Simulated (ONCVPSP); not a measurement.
## Ranking ONCV potentials for osmium (Os)

All share these settings but for the change named:

```json
{
 "Element": "osmium (Os)",
 "Generator": "ONCVPSP 4.0.1",
 "Type": "optimised norm-conserving Vanderbilt (ONCV)",
 "Functional": "LDA (Perdew-Zunger)",
 "Relativity": "scalar-relativistic",
 "Frozen core": "[Kr] 4d10 4f14",
 "Valence charge": "16",
 "Reference configuration": "5s2 5p6 5d6 6s2",
 "Partial waves": "5s+6s: rc 1.50 bohr, ncon 4, nbas 7, qcut 9.3 1/bohr, 2 projectors; 5p: rc 1.65 bohr, ncon 4, nbas 8, qcut 6.7 1/bohr, 2 projectors, debl 2.3 Ha; 5d: rc 2.30 bohr, ncon 4, nbas 9, qcut 7.6 1/bohr, 1 projector",
 "Local potential": "polynomial inside 1.25 bohr (lpopt 5, dvloc0 0 Ha)",
 "Core correction": "Teter function, fcfact 5.5, rcfact 1.05"
}
```

Test errors are all-electron minus pseudo excitation energies from the reference, over 5s2 5p6 5d6 6s1; 5s2 5p6 5d6 6s0; 5s2 5p6 5d5 6s0; 5s2 5p6 5d6 6s0 6p2. None of these files shows a bound ghost.

The base gives 10.2 meV.

Of 5 variants that were run, those that failed, showed a ghost or another fault, or gave nearly equal values are left out.

A variant can come out equal or close to the base, since the largest error may sit in a test that the change hardly touches while other tests move.

Problem. Rank these variants by their largest absolute test error, smallest first.
A. core correction Teter function, fcfact 5, rcfact 1
B. core correction Teter function, fcfact 5.5, rcfact 1.98
C. functional PBEsol

Solution. A (10.2 meV), C (11.6 meV), B (129.3 meV).
